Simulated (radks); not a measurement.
Neutral calcium inside a hard spherical wall (all orbitals vanish at R), configuration held at [Ar] 4s2 and not refilled when levels cross. Calculated with a radial shooting solver on a logarithmic mesh with Libxc functionals: non-relativistic Kohn-Sham, LDA (Slater exchange, Perdew-Wang correlation), spin-polarised, spherical densities, point nucleus. Eigenvalues in eV for spin up, with the zero of energy where the potential of the charges vanishes at infinity; a dash marks a level that is unbound or too diffuse for the functional's potential to be trusted. A positive occupied level is held by the wall or, in an anion where self-interaction has pushed it up, behind a barrier. The pressure on the wall is -dE/dV.

| R (bohr) | E (hartree) | kinetic (hartree) | e(2p) | e(3s) | e(3p) | e(4s) | e(3d, empty) | e(4p, empty) | pressure (GPa) |
|---|---|---|---|---|---|---|---|---|---|
| free | -675.73530 | 674.655 | -334.30 | -46.425 | -28.037 | -3.850 | -2.258 | -1.455 | 0 |
| 15 | -675.73529 | 674.655 | -334.29 | -46.423 | -28.035 | -3.848 | -2.256 | -1.447 | 0.000145 |
| 8 | -675.72048 | 674.750 | -333.57 | -45.739 | -27.361 | -3.286 | -1.649 | -0.441 | 0.511 |
| 6 | -675.63907 | 675.095 | -331.76 | -44.063 | -25.721 | -1.354 | -0.085 | 2.393 | 5.88 |
| 5 | -675.48435 | 675.629 | -329.74 | -42.291 | -24.001 | 1.604 | 1.733 | 6.395 | 23.2 |
| 3.5 | -674.45956 | 678.871 | -321.71 | -36.181 | -18.002 | 17.735 | 8.973 | 26.005 | 301 |
| 2.5 | -670.44344 | 691.120 | -299.92 | -21.700 | -2.707 | 68.032 | 27.479 | 80.218 | 3270 |
